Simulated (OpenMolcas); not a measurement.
P3+: from RASSCF to RASPT2

```json
{"Program": "OpenMolcas 26.06", "Basis": "ANO-RCC-VTZP [5s4p2d1f]", "Scalar Hamiltonian": "DKH2, point nucleus", "Active space": "2 electrons in 9 orbitals (RAS2 3s 3p; RAS3 3d, at most 2 electrons)", "State averaging": "2S+1 = 3 even, 3 roots; 2S+1 = 1 even, 7 roots; 2S+1 = 3 odd, 3 roots; 2S+1 = 1 odd, 3 roots", "Spin-orbit coupling": "RASSI with atomic mean-field integrals over the reference wave functions, term energies averaged over their components"}
```

Methods on the same reference wave functions:
A. RASSCF
B. SS-RASPT2, IPEA 0.25 Eh, imaginary shift 0.1 Eh (closed shells correlated: 2s 2p)
C. MS-RASPT2, IPEA 0.25 Eh, imaginary shift 0.1 Eh (closed shells correlated: 2s 2p)
D. XMS-RASPT2, IPEA 0.25 Eh, imaginary shift 0.1 Eh (closed shells correlated: 2s 2p)

Energies in cm-1 above 3s2 1S0, the measured ground level; measured values from Martin, Zalubas and Musgrove, J. Phys. Chem. Ref. Data 14, 751 (1985).

```csv
Level,A,B,C,D,Measured
3s2 1S0,0.0,0.0,0.0,0.0,0.0
3s 3p 3P* 0,66011,67040,67060,67140,67918
3s 3p 3P* 1,66209,67240,67260,67340,68146
3s 3p 3P* 2,66612,67640,67660,67750,68615
3s 3p 1P* 1,106548,106150,106170,106200,
3p2 1D2,156533,157670,157690,157780,158142
3p2 3P0,163610,164690,164710,164790,164941
3p2 3P1,163813,164900,164910,165000,165185
3p2 3P2,164210,165290,165310,165390,165654
```

Deviations, from unrounded energies. A percentage is the sum of absolute deviations over the sum of measured energies, with the sign that they share, or ± where signs differ.

| Against measurement | Levels | A | B | C | D |
| --- | --- | --- | --- | --- | --- |
| mean absolute deviation (cm-1) | 7 | 1700 | 590 | 570 | 490 |
| other configurations (%) | 7 | -1.4 | -0.5 | -0.5 | -0.4 |

D lies closest to measurement on these levels and A furthest from it. The largest miss of D in the table is 3s 3p 3P* 2, by -870 cm-1. The ranking rests on the paired levels alone, and a cruder setting can come out closer through cancelling errors.

Among B to D the level of the table that moves most is 3s 3p 3P* 0, by 110 cm-1 (lowest in B, highest in D). Moves below CASPT2's spread within the term are not significant.

The lowest spin-free term lies below A's lowest term by 0.020 hartree in B, 0.020 hartree in C, 0.021 hartree in D.

CASPT2 breaks the degeneracy within a term, and the mean is taken; among the terms shown or strongly mixed into the levels shown the widest spread is 14 cm-1 (3p2 1D, D). Active for correlation alone: 3d; no level in the range computed is led by a configuration that fills it, so any true level of that kind is missing. Some terms mix strongly with configurations of 3d, whose occupation reaches 0.27 (3p2 1D). Measured partners are found by configuration, term and J. A level has none where our copy of the source lacks it or the pairing is in doubt (some pairs that miss far off the trend of their configuration count as doubtful), and it then counts in no deviation. Only configurations of the active space appear. The table leaves out levels that lie high or whose names do not pair safely across all columns.

* marks odd parity.
